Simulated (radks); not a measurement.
Problem. Radial electron density D(r) = 4 pi r^2 rho(r) of an atom or ion with 16 electrons. All-electron calculation, scalar-relativistic Kohn-Sham, PBE, spin-unpolarised, spherical densities, point nucleus. Program: a radial shooting solver on a logarithmic mesh with Libxc functionals.

```
   r/bohr * D(r) (the largest magnitude, 97.5, reaches the edge; | marks zero)
 0.003006 |          *
 0.003821 |              *
 0.004819 |                   *
 0.006127 |                         *
 0.007726 |                                *
 0.009822 |                                      *
  0.01239 |                                           *
  0.01575 |                                            *
  0.01986 |                                           *
  0.02525 |                                        *
  0.03184 |                                      *
  0.04047 |                                         *
  0.05104 |                                                *
  0.06489 |                                                      *
  0.08183 |                                                  *
    0.104 |                                   *
   0.1312 |                     *
   0.1668 |                 *
   0.2103 |                   *
   0.2674 |              *
   0.3372 |      *
   0.4286 |*
   0.5406 *
   0.6872 *
```

What is the nuclear charge?

Solution. Z = 61. The innermost maximum, from 1s, lies near gamma/Z bohr with gamma = sqrt(1 - (Z/c)^2) = 0.895, here 0.0147 bohr (found: 0.0159), and its height grows with Z. The density is that of the promethium ion Pm45+ in [Ne] 3s2 3p4; the configuration itself is not fixed sharply by these data, and Z only to a few units. D(r) has 3 maxima, at r = 0.0159, 0.0675, 0.207 bohr, and minima at 0.0316, 0.162 bohr, inside which lie 1.98, 10.52 electrons.
